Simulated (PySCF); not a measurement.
Stepwise substitution at one centre (Ga Cl-CH3). Gas-phase values, no solvent. Strings in code marks are SMILES.

The S1 excitation (TDA) from two functionals at the same geometries (B3LYP-D3(BJ)/def2-TZVP), both in PySCF: PBE-D3(BJ)/def2-TZVP and ωB97X-D3(BJ)/def2-TZVP. Excitations are Tamm–Dancoff values on a coarser integration grid. The basis has no diffuse functions, so Rydberg states are missing or too high.

```
species                                              PBE-D3(BJ)/def2-TZVP (eV)
---------------------------------------------------  -------------------------
0 of 3 Cl replaced by CH3 (`[Cl][Ga]([Cl])[Cl]`)                          5.14
1 of 3 Cl replaced by CH3 (`[CH3][Ga]([Cl])[Cl]`)                         5.50
2 of 3 Cl replaced by CH3 (`[CH3][Ga]([CH3])[Cl]`)                        4.90
3 of 3 Cl replaced by CH3 (`[CH3][Ga]([CH3])[CH3]`)                       4.93
```

Task: What does ωB97X-D3(BJ)/def2-TZVP give for each?

Result: 
- 0 of 3 Cl replaced by CH3 (`[Cl][Ga]([Cl])[Cl]`): 6.61
- 1 of 3 Cl replaced by CH3 (`[CH3][Ga]([Cl])[Cl]`): 6.51
- 2 of 3 Cl replaced by CH3 (`[CH3][Ga]([CH3])[Cl]`): 5.76
- 3 of 3 Cl replaced by CH3 (`[CH3][Ga]([CH3])[CH3]`): 5.62
Over these rows, drawn at random from the members with no instability flagged (it was tested for open shells, ions and some series alone), PBE minus ωB97X-D3(BJ): mean -1.01 eV, from -1.47 eV to -0.69 eV.
